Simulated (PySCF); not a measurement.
## Ionising BeHg

PBE0; PySCF, scalar-relativistic core potentials, basis sets Be cc-pVDZ, Hg cc-pVDZ-PP with ECP60. Neutral (UKS): singlet (closed shell), Re = 2.946 Å, ωe = 116 cm⁻¹, De = 0.09 eV, HOMO -5.94 eV, LUMO -1.58 eV.

BeHg⁺ (UKS): doublet (σ ↑), Re = 2.370 Å, ωe = 375 cm⁻¹, De = 1.64 eV to Be⁺ + Hg. The energies at the minima are -168.13763 hartree for BeHg and -167.86333 for BeHg⁺.

Question: Work out the adiabatic ionisation energy, without and with harmonic zero-point energies (1 hartree = 27.2114 eV, 1 eV = 8065.5 cm⁻¹), and the change of the bond length.

Answer: At PBE0: 0.27430 hartree = 7.464 eV between the minima; the zero-point term (375.0 − 116.0)/2 cm⁻¹ = +0.016 eV makes it 7.480 eV. Re changes by -57.6 pm against the neutral. Minus the HOMO energy is 5.94 eV, -1.52 eV from the value between the minima; self-interaction puts the Kohn–Sham level too high, less so with exact exchange. The electron leaves a σ orbital, and the shorter bond of the ion fits an antibonding orbital, or a change in how ionic the bond is.

Closed-shell solutions of metal pairs were not tested for spin polarisation, which can lower them a little. Weak bonds: BeHg. Basis-set superposition, not corrected here, can be much of De in a small basis, most of all at correlated wavefunction levels. Spin–orbit coupling is left out. For an ion De counts to the pair picked by the measured ionisation energies or electron affinities, which need not be the lowest pair at this level. States were picked by a PBE0 search and need not be the measured ground states.
